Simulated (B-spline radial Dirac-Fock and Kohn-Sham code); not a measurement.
## X-ray form factors of iridium in several charge states

Level of theory: Dirac-Fock orbitals of the configuration average with a finite nucleus; a radial finite-basis atomic code.

Configurations: Ir⁴⁰⁺ [Kr] 4d1; Ir⁴²⁺ [Ar] 3d10 4s2 4p5; Ir⁴³⁺ [Ar] 3d10 4s2 4p4; Ir⁴⁴⁺ [Ar] 3d10 4s2 4p3; Ir⁴⁵⁺ [Ar] 3d10 4s2 4p2. The first column is f₀ of Ir⁴⁰⁺, the others are differences from it.

```csv
s (Å⁻¹),Ir⁴⁰⁺,Δ Ir⁴²⁺,Δ Ir⁴³⁺,Δ Ir⁴⁴⁺,Δ Ir⁴⁵⁺
0,37.000,-2.000,-3.000,-4.000,-5.000
0.05,36.958,-1.993,-2.990,-3.986,-4.983
0.1,36.834,-1.972,-2.959,-3.945,-4.932
0.15,36.627,-1.938,-2.908,-3.878,-4.849
0.2,36.342,-1.890,-2.837,-3.785,-4.734
0.25,35.982,-1.831,-2.749,-3.669,-4.590
0.3,35.550,-1.760,-2.644,-3.531,-4.419
0.35,35.052,-1.680,-2.525,-3.373,-4.223
0.4,34.493,-1.591,-2.393,-3.198,-4.007
0.45,33.881,-1.495,-2.250,-3.009,-3.772
0.5,33.220,-1.393,-2.098,-2.808,-3.523
0.6,31.783,-1.179,-1.779,-2.385,-2.997
0.7,30.239,-0.961,-1.452,-1.951,-2.458
0.8,28.641,-0.749,-1.135,-1.529,-1.932
0.9,27.038,-0.553,-0.841,-1.137,-1.442
1,25.470,-0.381,-0.581,-0.790,-1.006
1.1,23.969,-0.237,-0.362,-0.496,-0.636
1.2,22.558,-0.122,-0.187,-0.260,-0.338
1.4,20.047,+0.022,+0.033,+0.041,+0.044
1.6,17.951,+0.071,+0.110,+0.148,+0.185
```

Values without a named source are computed, but for edge energies of neutral atoms, which are taken from tables.
